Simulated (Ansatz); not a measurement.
Cost and result up the ladder for the cluster H₂Au₂ (the lowest singlet isomer of a short search) (4 atoms). The state is a singlet with charge 0. Geometry: r2SCAN-D4/def2-TZVP.

Cartesian coordinates in Å:
```
Au 0.0101 -0.2994 0.6267
Au -1.0717 0.9854 -1.4832
H 0.3553 0.3692 -0.9780
H 0.7063 -1.0552 1.8345
```

Ansatz on 4 threads of Arm Neoverse V1 on a shared host. Times are rough, and most runs start from the orbitals of an earlier one. ωB97M-V/def2-TZVP serves as the yardstick here, not as an exact answer. Differences are given only for rows in sets of like size (and for xTB, whose basis is part of the method), since another set adds its own error. Binding counts from free atoms at the same level (Au doublet, H doublet; other spins of the atoms weren't run), without zero-point energy or a counterpoise term.

In the def2 sets Au takes a core potential; there is no spin–orbit coupling. Correlated methods freeze no core orbitals; core or outer-core shells of Au are correlated, in sets that lack core-valence functions. The structure comes from a short search, and lower isomers may exist.

Correlated methods converge slowly with the basis.

```tsv
level	functions	wall time	binding energy per atom (eV)	difference from ωB97M-V/def2-TZVP (eV)
MP2/def2-TZVP	92	0.5 s	1.71	0.01
PBE-D4/def2-SVP	74	0.65 s	1.81	–
PBE0-D4/def2-SVP	74	0.7 s	1.69	–
PBE-D4/def2-TZVPD	104	0.85 s	1.85	0.14
BHLYP-D4/def2-TZVP	92	1 s	1.60	-0.11
PBE0-D4/def2-TZVPD	104	1.1 s	1.73	0.03
CAM-B3LYP-D4/def2-TZVP	92	1.1 s	1.72	0.01
PBE0-D4/def2-TZVP	92	1.3 s	1.72	0.02
r2SCAN-D4/def2-TZVP	92	1.6 s	1.88	0.17
r2SCANh-D4/def2-TZVP	92	1.6 s	1.83	0.13
ωB97X-V/def2-TZVP	92	3 s	1.70	0.00
ωB97M-V/def2-TZVP	92	3.7 s	1.70	0.00
CCSD(T)/def2-TZVPD	104	6 s	1.78	0.07
CCSD(T)/def2-TZVPP	140	15 s	1.81	0.11
```
